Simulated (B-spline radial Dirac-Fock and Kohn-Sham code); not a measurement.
## The L1 (2s) level from Rb to Cd

Calculated with a radial finite-basis atomic code, using relaxed Dirac-Fock hole states (ΔSCF) with Breit and QED corrections and a finite nucleus. Free neutral atoms, energies in eV. The model has no electron correlation. Relaxation, Breit and QED are contributions to the binding energy. "Screened" places the removed electron in the lowest shell with room, a model of an edge from the Fermi level; tabulated edges (Elam, Ravel and Sieber 2002) are for the standard state, and for monatomic gases they compare with the unscreened value. A dash: no value, or a hole state left out as unreliable.

| Z | element | binding | relaxation | Breit | QED | screened | tabulated edge |
| --- | --- | --- | --- | --- | --- | --- | --- |
| 37 | Rb | 2077.7 | -28.1 | -1.88 | -1.32 | 2073.0 | 2065 |
| 38 | Sr | 2230.8 | -28.2 | -2.08 | -1.45 | 2226.6 | 2216 |
| 40 | Zr | 2546.8 | -29.9 | -2.53 | -1.76 | 2538.6 | 2532 |
| 41 | Nb | 2708.8 | -31.4 | -2.78 | -1.93 | 2702.3 | 2698 |
| 42 | Mo | 2879.9 | -32.1 | -3.05 | -2.10 | 2872.4 | 2866 |
| 43 | Tc | 3061.2 | -32.0 | -3.33 | -2.29 | 3049.3 | 3043 |
| 44 | Ru | 3238.8 | -33.4 | -3.64 | -2.50 | 3229.4 | 3224 |
| 45 | Rh | 3426.9 | -34.1 | -3.96 | -2.71 | 3416.5 | 3412 |
| 46 | Pd | 3615.7 | -35.5 | -4.30 | -2.94 | 3609.6 | 3604 |
| 47 | Ag | 3820.4 | -35.5 | -4.66 | -3.18 | 3813.3 | 3806 |
| 48 | Cd | 4032.3 | -35.6 | -5.03 | -3.43 | 4027.2 | 4018 |

**Question.** With what power of Z do the binding energy and the Breit term grow over this range?

**Answer.** Between the end points the binding energy grows as Z^2.55 and the Breit term as Z^3.79.
